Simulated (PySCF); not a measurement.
H2O4S, charge +1, doublet, geometry from GFN2-xTB (a state made from the parent by changing its charge; the spin is typed, not shown lowest); PBE/aug-cc-pVDZ (PySCF).

The PySCF input:
```python
from pyscf import gto, scf, dft

mol = gto.M(
    atom='''
O    -0.465291    1.412206   -0.070958
S    -0.016267   -0.025673   -0.002457
O    -0.361073   -0.829278   -1.162329
O    -0.689353   -0.828607    1.003637
O     1.462984    0.162450    0.221684
H    -1.389015    1.659602   -0.211037
H     2.071144   -0.582999    0.314089
''',
    basis='aug-cc-pvdz',
    charge=1,
    spin=1,
    verbose=4,
)

mf = dft.UKS(mol)
mf.xc = 'pbe'
mf.kernel()
mf.analyze()
```

Write the output that PySCF gives for this input, abridged.


```
PySCF version 2.14.0

[INPUT] verbose = 4
[INPUT] num. atoms = 7
[INPUT] num. electrons = 49
[INPUT] charge = 1
[INPUT] spin (= nelec alpha-beta = 2S) = 1
[INPUT] symmetry False subgroup None
[INPUT] Mole.unit = angstrom
[INPUT] Symbol           X                Y                Z      unit          X                Y                Z       unit  Magmom
[...]
nuclear repulsion = 292.648926954272
number of shells = 50
number of NR pGTOs = 212
number of NR cGTOs = 137
basis = aug-cc-pvdz
ecp = {}

******** <class 'pyscf.dft.uks.UKS'> ********
method = UKS
initial guess = minao
damping factor = 0
level_shift factor = 0
DIIS = <class 'pyscf.scf.diis.CDIIS'>
diis_start_cycle = 1
diis_space = 8
diis_damp = 0
SCF conv_tol = 1e-09
SCF conv_tol_grad = None
SCF max_cycles = 50
direct_scf = True
direct_scf_tol = 1e-13
number electrons alpha = 25  beta = 24
XC library pyscf.dft.libxc version 7.1.2
    S. Lehtola, C. Steigemann, M. J. T. Oliveira, and M. A. L. Marques,  SoftwareX 7, 1–5 (2018)
XC functionals = pbe
    J. P. Perdew, K. Burke, and M. Ernzerhof,  Phys. Rev. Lett. 77, 3865 (1996)
    J. P. Perdew, K. Burke, and M. Ernzerhof,  Phys. Rev. Lett. 78, 1396 (1997)
    J. P. Perdew, K. Burke, and M. Ernzerhof,  Phys. Rev. Lett. 77, 3865 (1996)
    J. P. Perdew, K. Burke, and M. Ernzerhof,  Phys. Rev. Lett. 78, 1396 (1997)
radial grids:
    Treutler-Ahlrichs [JCP 102, 346 (1995); DOI:10.1063/1.469408] (M4) radial grids

becke partition: Becke, JCP 88, 2547 (1988); DOI:10.1063/1.454033
pruning grids: <function nwchem_prune>
grids dens level: 3
symmetrized grids: False
atomic radii adjust function: <function treutler_atomic_radii_adjust>
small_rho_cutoff = 0
Set gradient conv threshold to 3.16228e-05
tot grids = 94824
init E= -701.315786632606

cycle= 1 E= -699.149737081414  delta_E= 2.17  |g|= 0.792  |ddm|= 2.16
cycle= 2 E= -698.564336444313  delta_E= 0.585  |g|=  1.5  |ddm|= 1.73
cycle= 3 E= -699.380810600748  delta_E= -0.816  |g|= 0.134  |ddm|= 1.25
cycle= 4 E= -699.38169512928  delta_E= -0.000885  |g|= 0.123  |ddm|= 0.189
cycle= 5 E= -699.38762468408  delta_E= -0.00593  |g|= 0.0171  |ddm|= 0.109
cycle= 6 E= -699.387757960263  delta_E= -0.000133  |g|= 0.00262  |ddm|= 0.0158
cycle= 7 E= -699.387760760341  delta_E= -2.8e-06  |g|= 0.000754  |ddm|= 0.00267
cycle= 8 E= -699.387760303131  delta_E= 4.57e-07  |g|= 0.00132  |ddm|= 0.00141
cycle= 9 E= -699.387760990546  delta_E= -6.87e-07  |g|= 0.000373  |ddm|= 0.00116
cycle= 10 E= -699.387761052006  delta_E= -6.15e-08  |g|= 3.48e-05  |ddm|= 0.000325
cycle= 11 E= -699.387761052339  delta_E= -3.33e-10  |g|= 2.73e-05  |ddm|= 6.1e-05
Extra cycle  E= -699.387761051768  delta_E= 5.7e-10  |g|= 4.78e-05  |ddm|= 5.82e-05
converged SCF energy = -699.387761051768  <S^2> = 0.75391357  2S+1 = 2.0039097
**** SCF Summaries ****
Total Energy =                        -699.387761051768393
Nuclear Repulsion Energy =             292.648926954271985
One-electron Energy =                -1531.151723990818027
Two-electron Energy =                  539.115035984777705
Two-electron Coulomb Energy =          599.237915897304674
DFT Exchange-Correlation Energy =      -60.122879912527004
**** MO energy ****
                             alpha | beta                alpha | beta
[...]
To work with the spin densities directly, `use mulliken_meta_spin()` only printing them here.

 ** Mulliken spin pop alpha/beta on meta-lowdin orthogonal AOs **
 ** Mulliken Spin Density (per AO)  **
spin_pop of  0 O 1s       -0.00000
spin_pop of  0 O 2s       -0.00076
spin_pop of  0 O 3s       -0.00009
spin_pop of  0 O 4s       -0.00008
spin_pop of  0 O 2px       0.00030
spin_pop of  0 O 2py      -0.00380
spin_pop of  0 O 2pz       0.02553
spin_pop of  0 O 3px      -0.00009
spin_pop of  0 O 3py      -0.00006
spin_pop of  0 O 3pz      -0.00012
spin_pop of  0 O 4px      -0.00002
spin_pop of  0 O 4py      -0.00006
spin_pop of  0 O 4pz      -0.00002
spin_pop of  0 O 3dxy     -0.00001
spin_pop of  0 O 3dyz     -0.00006
spin_pop of  0 O 3dz^2    -0.00006
spin_pop of  0 O 3dxz      0.00000
spin_pop of  0 O 3dx2-y2   -0.00001
spin_pop of  0 O 4dxy     -0.00001
spin_pop of  0 O 4dyz     -0.00005
spin_pop of  0 O 4dz^2    -0.00005
spin_pop of  0 O 4dxz     -0.00001
spin_pop of  0 O 4dx2-y2   -0.00004
spin_pop of  1 S 1s       -0.00000
spin_pop of  1 S 2s       -0.00000
spin_pop of  1 S 3s       -0.00525
spin_pop of  1 S 4s       -0.00002
spin_pop of  1 S 5s        0.00004
spin_pop of  1 S 2px      -0.00000
spin_pop of  1 S 2py      -0.00000
spin_pop of  1 S 2pz      -0.00000
spin_pop of  1 S 3px      -0.01118
spin_pop of  1 S 3py      -0.01542
spin_pop of  1 S 3pz      -0.00577
spin_pop of  1 S 4px       0.00001
spin_pop of  1 S 4py      -0.00001
spin_pop of  1 S 4pz      -0.00037
spin_pop of  1 S 5px      -0.00002
spin_pop of  1 S 5py      -0.00003
spin_pop of  1 S 5pz       0.00030
spin_pop of  1 S 3dxy     -0.00068
spin_pop of  1 S 3dyz     -0.00012
spin_pop of  1 S 3dz^2    -0.00451
spin_pop of  1 S 3dxz     -0.00104
spin_pop of  1 S 3dx2-y2   -0.00096
spin_pop of  1 S 4dxy      0.00013
spin_pop of  1 S 4dyz      0.00021
spin_pop of  1 S 4dz^2     0.00031
spin_pop of  1 S 4dxz      0.00015
spin_pop of  1 S 4dx2-y2    0.00003
spin_pop of  2 O 1s       -0.00000
spin_pop of  2 O 2s        0.00354
spin_pop of  2 O 3s       -0.00038
spin_pop of  2 O 4s       -0.00005
spin_pop of  2 O 2px       0.09570
spin_pop of  2 O 2py       0.11906
spin_pop of  2 O 2pz       0.28316
spin_pop of  2 O 3px      -0.00000
spin_pop of  2 O 3py       0.00010
spin_pop of  2 O 3pz       0.00023
spin_pop of  2 O 4px      -0.00010
spin_pop of  2 O 4py      -0.00011
spin_pop of  2 O 4pz      -0.00005
spin_pop of  2 O 3dxy      0.00032
spin_pop of  2 O 3dyz      0.00006
spin_pop of  2 O 3dz^2     0.00096
spin_pop of  2 O 3dxz     -0.00005
spin_pop of  2 O 3dx2-y2    0.00005
spin_pop of  2 O 4dxy      0.00008
spin_pop of  2 O 4dyz      0.00000
spin_pop of  2 O 4dz^2    -0.00009
spin_pop of  2 O 4dxz     -0.00003
spin_pop of  2 O 4dx2-y2    0.00001
spin_pop of  3 O 1s       -0.00000
spin_pop of  3 O 2s        0.00354
spin_pop of  3 O 3s       -0.00038
spin_pop of  3 O 4s       -0.00005
spin_pop of  3 O 2px       0.02342
spin_pop of  3 O 2py       0.11929
spin_pop of  3 O 2pz       0.35521
spin_pop of  3 O 3px       0.00001
spin_pop of  3 O 3py       0.00010
spin_pop of  3 O 3pz       0.00022
spin_pop of  3 O 4px      -0.00007
spin_pop of  3 O 4py      -0.00011
spin_pop of  3 O 4pz      -0.00008
spin_pop of  3 O 3dxy      0.00020
spin_pop of  3 O 3dyz      0.00018
spin_pop of  3 O 3dz^2     0.00069
spin_pop of  3 O 3dxz      0.00018
spin_pop of  3 O 3dx2-y2    0.00008
spin_pop of  3 O 4dxy      0.00007
spin_pop of  3 O 4dyz      0.00001
spin_pop of  3 O 4dz^2    -0.00010
spin_pop of  3 O 4dxz     -0.00003
spin_pop of  3 O 4dx2-y2    0.00001
spin_pop of  4 O 1s       -0.00000
spin_pop of  4 O 2s       -0.00076
spin_pop of  4 O 3s       -0.00009
spin_pop of  4 O 4s       -0.00008
spin_pop of  4 O 2px      -0.00234
spin_pop of  4 O 2py      -0.00110
spin_pop of  4 O 2pz       0.02547
spin_pop of  4 O 3px      -0.00002
spin_pop of  4 O 3py      -0.00012
spin_pop of  4 O 3pz      -0.00012
spin_pop of  4 O 4px      -0.00007
spin_pop of  4 O 4py      -0.00001
spin_pop of  4 O 4pz      -0.00002
spin_pop of  4 O 3dxy     -0.00000
spin_pop of  4 O 3dyz      0.00001
spin_pop of  4 O 3dz^2    -0.00006
spin_pop of  4 O 3dxz     -0.00006
spin_pop of  4 O 3dx2-y2   -0.00001
spin_pop of  4 O 4dxy     -0.00002
spin_pop of  4 O 4dyz     -0.00002
spin_pop of  4 O 4dz^2    -0.00005
spin_pop of  4 O 4dxz     -0.00003
spin_pop of  4 O 4dx2-y2   -0.00003
spin_pop of  5 H 1s       -0.00067
spin_pop of  5 H 2s       -0.00002
spin_pop of  5 H 3s       -0.00001
spin_pop of  5 H 2px      -0.00001
spin_pop of  5 H 2py      -0.00001
spin_pop of  5 H 2pz       0.00002
spin_pop of  5 H 3px      -0.00000
spin_pop of  5 H 3py      -0.00001
spin_pop of  5 H 3pz      -0.00001
spin_pop of  6 H 1s       -0.00067
spin_pop of  6 H 2s       -0.00002
spin_pop of  6 H 3s       -0.00001
spin_pop of  6 H 2px      -0.00001
spin_pop of  6 H 2py      -0.00001
spin_pop of  6 H 2pz       0.00002
spin_pop of  6 H 3px      -0.00001
spin_pop of  6 H 3py      -0.00001
spin_pop of  6 H 3pz      -0.00001
 ** Mulliken Spin Density (per atom)  **
spin density of  0 O =      0.02044
spin density of  1 S =     -0.04421
spin density of  2 O =      0.50239
spin density of  3 O =      0.50239
spin density of  4 O =      0.02044
spin density of  5 H =     -0.00072
spin density of  6 H =     -0.00072
 ** Mulliken pop alpha/beta on meta-lowdin orthogonal AOs **
 ** Mulliken pop       alpha | beta **
In total            25.00000 | 24.00000
 ** Mulliken atomic charges   ( Nelec_alpha | Nelec_beta ) **
charge of  0O =     -0.55289  (     4.28667      4.26623 )
charge of  1S =      2.17779  (     6.88900      6.93321 )
charge of  2O =     -0.46730  (     4.48485      3.98246 )
charge of  3O =     -0.46730  (     4.48485      3.98246 )
charge of  4O =     -0.55289  (     4.28667      4.26623 )
charge of  5H =      0.43130  (     0.28399      0.28471 )
charge of  6H =      0.43130  (     0.28399      0.28471 )

WARN: System has nonzero charge 1; the dipole moment is origin-dependent.
Location of origin: [0. 0. 0.]

Dipole moment(X, Y, Z, Debye):  0.88263,  1.39309,  0.13333
```
